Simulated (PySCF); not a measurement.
From results back to the method.

Species: CH₈AsGa.
Bonds: C1–Ga2, Ga2–As3. Hydrogens: H4, H5, H6 on C1; H7, H8 on Ga2; H9, H10, H11 on As3.

The closed-shell ground state was solved 7 times with PySCF (density fitting, gas phase), always in the def2-SVPD basis (160 functions), with these functionals: B3LYP, BHandHLYP, HF, LC-wPBE, LDA, PBE0 and wB97X-D. Geometry: PBE0-D3(BJ)/def2-SVP; no solvent, vibrations or thermal averaging. Relativistic effects, spin–orbit coupling among them, are left out although an element past zinc is present.

```
row  total energy (Eh)  HOMO (eV)  LUMO (eV)  dipole (D)
  P         -4196.3328      -6.44      -1.32        3.20
  Q         -4202.9910      -8.64       0.28        3.28
  R         -4203.1860      -9.37       1.27        3.30
  S         -4203.1691      -7.32      -0.65        3.15
  T         -4199.3903     -10.42       1.83        3.45
  U         -4202.5045     -10.23       1.52        3.43
  V         -4202.4884      -7.52      -0.36        3.28
```

Task: Which functional belongs to which row?

Result: P = LDA, Q = BHandHLYP, R = wB97X-D, S = B3LYP, T = HF, U = LC-wPBE, V = PBE0. By rising HOMO–LUMO gap: LDA (LDA) 5.12 eV; B3LYP (global hybrid, 20 % exact exchange) 6.67 eV; PBE0 (global hybrid, 25 % exact exchange) 7.16 eV; BHandHLYP (global hybrid, 50 % exact exchange) 8.92 eV; wB97X-D (range-separated hybrid) 10.64 eV; LC-wPBE (range-separated hybrid) 11.75 eV; HF (all exact exchange) 12.25 eV. Total energies of different functionals aren't bounds to one another; each is stationary for its own functional.

Note: wB97X-D ran without an empirical dispersion term, which enters the total energy and its gradient alone.
